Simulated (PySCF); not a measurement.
## Radial density of Ge²⁺ (germanium, charge +2)

UHF, [Ar] 3d10 4s2, closed-shell 1S. Computed with PySCF 2.14 in aug-cc-pVTZ-PP with ECP10MDF (6s5p4d2f, 55 functions), with a scalar-relativistic core potential. This is the valence pseudo-density: the core potential removes the inner electrons and smooths the orbitals near the nucleus.

| r (bohr) | 4πr²ρ (e/bohr) |
| --- | --- |
| 0.000946 | 1.052e-05 |
| 0.00159 | 2.958e-05 |
| 0.00268 | 8.225e-05 |
| 0.00450 | 0.0002221 |
| 0.00757 | 0.0005612 |
| 0.0127 | 0.001276 |
| 0.0214 | 0.002700 |
| 0.0360 | 0.006299 |
| 0.0606 | 0.03490 |
| 0.102 | 0.3316 |
| 0.171 | 2.481 |
| 0.288 | 12.07 |
| 0.485 | 28.37 |
| 0.816 | 16.65 |
| 1.37 | 3.410 |
| 2.31 | 0.9593 |
| 3.88 | 0.06827 |
| 6.53 | 0.0001627 |

Energies and moments cover only the electrons outside the core potential.
